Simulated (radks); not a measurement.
Results of a calculation; reference values are marked as such.
The arsenic ion As+, 32 electrons, occupied as [Ar] 3d10 4s2 4p2. Code: a radial shooting solver on a logarithmic mesh with Libxc functionals. Model: scalar-relativistic Kohn-Sham, PBEsol, spin-polarised, spherical densities, finite nucleus; open shells are filled with parallel spins first; Fermi nuclear charge, rms radius 4.0968 fm. Some entries of the table are withheld. Estimate them.

orbital,occ.,eigenvalue (eV),<r^2> (bohr^2),<r> (bohr)
1s up,1,-11719.65,0.002789,0.04552
1s down,1,-11719.55,0.002789,0.04552
2s up,1,-1495.211,0.04855,0.2029
2s down,1,-1495.168,0.04855,0.2029
2p up,3,-1312.693,0.03850,0.1773
2p down,3,-1312.612,0.03850,0.1773
3s up,1,-199.5852,0.4134,0.5988
3s down,1,-199.4731,0.4131,0.5987
3p up,3,-143.1580,0.4486,0.6177
3p down,3,-143.0258,0.4478,0.6173
3d up,5,-50.3581,0.5844,0.6794
3d down,5,-50.1368,0.5757,0.6755
4s up,1,-24.1021,4.018,1.876
4s down,1,-22.2070,3.996,1.867
4p up,2,-14.0860,6.045,(1)
4p down,0,-12.1331,6.279,(2)

Answer. 
(1) 4p up <r> (bohr): 2.288
(2) 4p down <r> (bohr): 2.323
